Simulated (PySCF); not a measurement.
Species: C3H5F2OSi (doublet state).
Z-matrix (Å and degrees, GFN2-xTB geometry), rows numbered from 1:
```
C 
C   1  1.2901
O   2  1.3814  1  124.09
Si  3  1.6153  2  131.73  1  -175.50
C   4  1.9290  3  100.53  2   178.74
F   5  1.3628  4  109.70  3   156.56
F   5  1.3612  4  111.06  3   -87.10
H   1  1.0612  2  143.40  3     0.39
H   2  1.0844  1  122.10  3   179.82
H   4  1.4596  3  113.09  2    62.77
H   4  1.4613  3  112.71  2   -66.25
H   5  1.0984  4  116.07  3    35.26
```

The hyperfine couplings belong to this conformer and change with its torsions.

The species is `[H]/[C]=C\O[SiH2]C(F)F` [radical].

Method: UKS B3LYP, pcH-1 on C F H O Si, non-relativistic, mean-field spin-orbit, GIAO (PySCF 2.14.0). Geometry: GFN2-xTB, one conformer, isolated molecule. A GFN2-xTB geometry isn't a minimum of the functional, and hyperfine couplings can be far from their values at a DFT geometry. The SCF solution wasn't tested for stability.

Computed for the main isotopes (class means, splittings of 0.05 mT or more): g = 2.0021; H9 1H +70.5 MHz (2.52 mT); H8 1H +9.9 MHz (0.35 mT); F6/F7 19F +2.2 MHz (0.08 mT); 12 first-order lines, 3.03 mT wide.

Question: What changes when 1H at H8 is replaced by 2H?

Answer: At a fixed geometry a is proportional to g_N: 0.85744/5.58569 = 0.1535, so a goes from +9.9 to +1.5 MHz (0.054 mT). The spin goes from 1/2 to 1, so the 1:1 doublet becomes a 1:1:1 triplet. The spectrum then has 18 first-order lines over 2.78 mT.

| offset from centre (mT) | relative intensity |
| --- | --- |
| -1.39 | 1 |
| -1.34 | 1 |
| -1.31 | 2 |
| -1.28 | 1 |
| -1.26 | 2 |
| -1.23 | 1 |
| -1.20 | 2 |
| -1.18 | 1 |
| -1.13 | 1 |
| +1.13 | 1 |
| +1.18 | 1 |
| +1.20 | 2 |
| +1.23 | 1 |
| +1.26 | 2 |
| +1.28 | 1 |
| +1.31 | 2 |
| +1.34 | 1 |
| +1.39 | 1 |

Question: Give position and intensity of the satellites from 13C at C1.

Answer: a = +309.3 MHz, or 11.04 mT in magnitude, and I = 1/2, so to first order each main line has two satellites, at ±5.52 mT. The isotope's abundance is about 1.07 %, shared among 2 lines, so each has 0.54 % of the main line's intensity. At 340 mT second-order shifts move them to lower field by up to 0.09 mT.

Question: Give position and intensity of the satellites from 17O at O3.

Answer: a = -82.6 MHz, or 2.95 mT in magnitude, and I = 5/2, so to first order each main line has six satellites, at ±1.47, ±4.42, ±7.37 mT. The isotope's abundance is about 0.038 %, shared among 6 lines, so each has 0.0063 % of the main line's intensity. At 340 mT second-order shifts move them to lower field by up to 0.11 mT.

Question: Give position and intensity of the satellites from 13C at C2.

Answer: a = +37.4 MHz, or 1.33 mT in magnitude, and I = 1/2, so to first order each main line has two satellites, at ±0.67 mT. The isotope's abundance is about 1.07 %, shared among 2 lines, so each has 0.54 % of the main line's intensity.

Means are taken over nuclei equivalent by connectivity, which assumes that they swap fast.
